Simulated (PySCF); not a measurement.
Job file and geometry (Å, from GFN2-xTB) of an NMR shielding run on `O1B(C=C)SCC1`, C₄H₇BOS, PySCF, GIAO PBE0/pcSseg-1 NMR shielding, non-relativistic, gas phase; density fitting, a coarse starting grid and PySCF grid level 2 are the driver's defaults:

```
$ OMP_NUM_THREADS=1 python probes_run.py task.json out

{"job": {"kind": "nmr", "xc": "PBE0", "basis": "pcSseg-1"}, "charge": 0, "multiplicity": 1}
C      2.822211    -0.426083     0.492895
C      1.958277     0.583561     0.459999
B      0.419448     0.399955     0.360915
O     -0.177538    -0.801414     0.314244
C     -1.585046    -0.815800     0.313365
C     -2.138582     0.583150     0.011666
S     -0.770778     1.768896     0.292106
H      3.888463    -0.276737     0.559477
H      2.481305    -1.447585     0.450650
H      2.346823     1.594580     0.502315
H     -1.913638    -1.157219     1.303262
H     -1.916100    -1.542103    -0.435688
H     -2.968868     0.849066     0.661360
H     -2.446653     0.687262    -1.028705
```

Task: What does the program print?

Result: 
```
coarse grid: 12480 points
cycle   1  E = -654.3458692590  dE =  9.766e-01  |g| = 5.912e-01  |ddm| = 3.375e+00
cycle   2  E = -654.2661163533  dE =  7.975e-02  |g| = 8.933e-01  |ddm| = 1.145e+00
cycle   3  E = -654.4138764262  dE = -1.478e-01  |g| = 1.109e-01  |ddm| = 7.554e-01
cycle   4  E = -654.4165264296  dE = -2.650e-03  |g| = 2.982e-02  |ddm| = 1.198e-01
cycle   5  E = -654.4167307035  dE = -2.043e-04  |g| = 6.756e-03  |ddm| = 2.792e-02
cycle   6  E = -654.4167409047  dE = -1.020e-05  |g| = 2.422e-03  |ddm| = 7.178e-03
cycle   7  E = -654.4167421547  dE = -1.250e-06  |g| = 7.347e-04  |ddm| = 2.321e-03
final grid: 116600 points
cycle   8  E = -654.4705793013  dE = -2.627e-05  |g| = 1.163e-02  |ddm| = 2.680e-02
cycle   9  E = -654.4705543038  dE =  2.500e-05  |g| = 1.619e-02  |ddm| = 1.921e-02
cycle  10  E = -654.4706083552  dE = -5.405e-05  |g| = 1.436e-03  |ddm| = 1.138e-02
cycle  11  E = -654.4706088025  dE = -4.474e-07  |g| = 2.532e-04  |ddm| = 1.411e-03
cycle  12  E = -654.4706088175  dE = -1.499e-08  |g| = 8.379e-05  |ddm| = 3.325e-04
cycle  13  E = -654.4706088192  dE = -1.698e-09  |g| = 2.785e-05  |ddm| = 9.354e-05
cycle  14  E = -654.4706088194  dE = -1.874e-10  |g| = 7.388e-06  |ddm| = 2.876e-05
converged SCF energy = -654.4706088194

GIAO shielding tensors (ppm)
atom      isotropic    diamagn.    paramagn.     s11        s22        s33       span
  0 C       42.945     253.929    -210.985    -80.832     40.926    168.740    249.572
  1 C       49.266     258.191    -208.926    -72.548     42.162    178.183    250.730
  2 B       58.005     194.526    -136.521     28.530     63.692     81.793     53.263
  3 O      168.132     396.005    -227.873     11.305    241.089    252.001    240.695
  4 C      112.128     242.288    -130.159     62.477    108.977    164.931    102.454
  5 C      151.172     253.418    -102.246    112.368    166.743    174.406     62.038
  6 S      519.572    1058.958    -539.386    393.000    466.004    699.712    306.712
  7 H       25.336      27.773      -2.437     22.589     24.828     28.592      6.003
  8 H       25.164      32.377      -7.213     21.641     23.953     29.898      8.256
  9 H       25.240      30.394      -5.154     22.580     23.889     29.252      6.671
 10 H       27.154      28.592      -1.438     21.727     26.663     33.072     11.345
 11 H       26.905      28.718      -1.813     22.058     26.456     32.200     10.143
 12 H       28.626      29.589      -0.963     23.614     26.538     35.727     12.113
 13 H       28.417      30.751      -2.334     22.635     26.553     36.062     13.427
```

Size and cost of the density-fitted run: 161 basis functions, 18 s wall time on 1 thread of an Arm Neoverse V2, shared host; peak memory 0.73 GiB.
